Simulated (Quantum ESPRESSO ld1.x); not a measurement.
Values are calculated unless marked as measured or tabulated.
Problem. The mean radii <r> (bohr) of the occupied orbitals of an atom or ion are listed with their occupations. Level of theory: scalar-relativistic Kohn-Sham, LDA (Slater exchange, Perdew-Wang correlation), spin-polarised, spherical densities, point nucleus (ld1.x of Quantum ESPRESSO 7.5).

orbital  occ.      <r>
1s up       1  0.02725
1s down     1  0.02725
2s up       1   0.1166
2s down     1   0.1165
2p up       3   0.1019
2p down     3   0.1018
3s up       1   0.2956
3s down     1   0.2964
3p up       3   0.2892
3p down     3   0.2902
3d up       4   0.2589

Name the element and its charge. Open shells, if any, are filled with parallel spins first.

Solution. Z = 53, iodine, charge +31: I31+ in [Ar] 3d4. The 1s radius gives Z: for a bare nucleus <r> = (2 gamma + 1)/(2Z) with gamma = sqrt(1 - (Z/c)^2), 0.02683 bohr for Z = 53, and screening makes it slightly larger (0.02725 here). The occupations add up to 22, and the charge is Z minus that.
